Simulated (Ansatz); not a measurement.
# A small benchmark: atomisation enthalpy at 298 K

6 molecules; the atomisation enthalpy at 298 K in kJ/mol, computed less measured. Shapes, held fixed at every level: PBE0-D4/def2-TZVP. Flexible molecules stand in one conformer, not always the lowest. Thermal terms are harmonic and unscaled (PBE0-D4/def2-TZVP); the spin-orbit lowering of the free atoms is taken from their spectra. Programs: Ansatz 0.2.0. Measured values: CRC Handbook of Chemistry and Physics, NIST-JANAF tables.

Levels: A = BHLYP-D4/def2-TZVPP; B = r2SCAN0-D4/def2-TZVPP; C = MP2/def2-SVP; D = CCSD(T)/def2-SVP.

```tsv
molecule	from tabulated heats	A	B	C	D
B(OH)F2 (difluorohydroxyborane)	2280	-105	-44	+7	-98
C2H3F3 (1,1,1-trifluoroethane)	3070	-144	-53	-46	-131
C3H5Cl (2-chloropropene)	3383	-105	-37	-124	-159
C4F8 (octafluorocyclobutane)	5045	-373	-130	+21	-247
C4H6O2 (vinyl acetate)	4988	-207	-87	-134	-230
C4H8Cl2 (1,4-dichlorobutane)	5037	-145	-42	-195	-240
```

(1) Sum up the errors.

## Answers

(1) 
```
                level                   kind  mean error  mean absolute error  worst case
  BHLYP-D4/def2-TZVPP          global hybrid      -179.8                179.8        C4F8
r2SCAN0-D4/def2-TZVPP          global hybrid       -65.5                 65.5        C4F8
         MP2/def2-SVP    perturbation theory       -78.5                 87.8     C4H8Cl2
     CCSD(T)/def2-SVP  coupled cluster or CI      -184.2                184.2        C4F8
```

On this set r2SCAN0-D4/def2-TZVPP has the smallest mean absolute error and CCSD(T)/def2-SVP the largest. BHLYP-D4/def2-TZVPP is too low in 6 of 6; r2SCAN0-D4/def2-TZVPP is too low in 6 of 6; MP2/def2-SVP is too low in 4 of 6; CCSD(T)/def2-SVP is too low in 6 of 6. The heats of C2H3F3 (1,1,1-trifluoroethane), C3H5Cl (2-chloropropene), C4F8 (octafluorocyclobutane), C4H8Cl2 (1,4-dichlorobutane) come from older tables and can be uncertain by 10 kJ/mol or more. Heats of the atoms come from ATcT where it has them, that of boron, 570 kJ/mol, from recent work. The levels differ in basis as well as in method. With so many references in doubt the order of the levels isn't settled. The tabulated value of B(OH)F2 is in doubt (older tables, estimates, or at odds with other calculations) and kept here. Over the 5 molecules whose values aren't doubted the mean absolute errors are A 194.8; B 69.8; C 104.0; D 201.4. The largest two are near a tie. For BHLYP-D4/def2-TZVPP and CCSD(T)/def2-SVP the error tends to grow with the atomisation enthalpy. Correlated wave functions converge slowly with the basis. The set is small.
